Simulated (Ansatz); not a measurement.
Cost and result for the atomization energy of `CC(C)[O][SnH2][F]` (15 atoms, 14 bonds).

Z-matrix (Å, degrees):
```
C
C 1 1.517
H 1 1.094 2 111.5
H 1 1.093 2 110.9 3 -119.8
H 1 1.093 2 110.0 3 120.1
C 2 1.514 1 112.0 3 179.3
O 2 1.423 1 110.8 3 -61.2
H 2 1.100 1 108.9 3 59.5
H 6 1.093 2 110.8 1 -59.7
H 6 1.093 2 110.0 1 60.3
H 6 1.091 2 110.4 1 179.9
Sn 7 1.944 2 122.3 1 78.7
F 12 1.924 7 104.1 2 56.7
H 12 1.701 7 113.4 2 -55.7
H 12 1.693 7 106.0 2 170.3
```

The species carries charge 0 and has multiplicity 1. Correlated methods include outer-core shells of Sn, which these sets cover unevenly. Sn: def2 effective core potential. All single points use the PBE0-D4/def2-TZVP geometry. It is one conformer, not always the lowest. Program: Ansatz. All runs use 2 threads of an AMD EPYC 7R13 on a shared host and a share of an NVIDIA H100 80 GB. Times are those of one run each, without the atoms' runs, and a repeat can differ threefold. Electronic energies, without spin–orbit coupling; frozen cores. CCSD(T)/CBS adds CCSD(T) − MP2 in def2-TZVPP to the MP2 limit, and its time is that of the two runs behind it. T1 = 0.013. With those shells the extrapolation isn't a true limit. B3LYP takes the VWN-RPA correlation (the form of Gaussian; ORCA's B3LYP/G).

CCSD(T)/CBS is a level of theory with its own doubt, some kJ/mol a heavy atom from the limit and from the frozen cores, so smaller differences don't rank the functionals.

```json
{"level": "ωB97M-V/def2-TZVPP (with forces)", "functions": "331", "wall time": "9.5 s"}
{"level": "PBE0-D4/def2-TZVPP", "functions": "331", "wall time": "11 s"}
{"level": "r2SCAN-D4/def2-TZVPP (with forces)", "functions": "331", "wall time": "12 s"}
{"level": "ωB97X-V/def2-TZVPP", "functions": "331", "wall time": "12 s"}
{"level": "B3LYP-D4/def2-TZVPP (with forces)", "functions": "331", "wall time": "12 s"}
{"level": "B2PLYP/def2-TZVPP", "functions": "331", "wall time": "13 s"}
{"level": "PBE-D4/def2-TZVPP (with forces)", "functions": "331", "wall time": "13 s"}
{"level": "MP2/def2-QZVPP", "functions": "637", "wall time": "17 s"}
{"level": "CCSD(T)/def2-TZVPP", "functions": "331", "wall time": "26 s"}
{"level": "CCSD(T)/CBS(def2)", "functions": "–", "wall time": "42 s"}
```

Task: What atomization energy does each give, and how far from CCSD(T)/CBS? (Estimate.)

Result: Computed: 
```
                             level  atomization (kcal/mol)  difference from CCSD(T)/CBS  per bond
  ωB97M-V/def2-TZVPP (with forces)                  1302.2                         -5.4      -0.4
                PBE0-D4/def2-TZVPP                  1298.1                         -9.5      -0.7
r2SCAN-D4/def2-TZVPP (with forces)                  1302.5                         -5.1      -0.4
                ωB97X-V/def2-TZVPP                  1306.2                         -1.4      -0.1
 B3LYP-D4/def2-TZVPP (with forces)                  1297.5                        -10.1      -0.7
                 B2PLYP/def2-TZVPP                  1285.2                        -22.4      -1.6
   PBE-D4/def2-TZVPP (with forces)                  1321.4                         13.8       1.0
                    MP2/def2-QZVPP                  1307.7                          0.1       0.0
                CCSD(T)/def2-TZVPP                  1273.3                        -34.3      -2.4
                 CCSD(T)/CBS(def2)                  1307.6                          0.0       0.0
```

In def2-TZVPP, CCSD(T) changes the Hartree–Fock value by +327.1 kcal/mol (the triples alone add +18.6 kcal/mol) and MP2 by +340.8 kcal/mol; breaking electron pairs costs correlation energy, which Hartree–Fock lacks. From PBE to PBE0 (25 % exact exchange), in def2-TZVPP and without D4, the atomization energy moves by −22.2 kcal/mol: exact exchange takes away binding that semilocal exchange gives to molecules. The D4 term adds +11.9 kcal/mol with B3LYP and +6.3 kcal/mol with PBE0; it sums over pairs of atoms, weighted by their polarisabilities, and B3LYP, whose exchange is more repulsive, gets the larger term.

Spin–orbit coupling would lower the free Sn atoms strongly, and the atomization energy with them, by more than many differences here. For some Ge, Se and Sn compounds the MP2-based and the directly extrapolated limit differ by 10 to 25 kJ/mol.
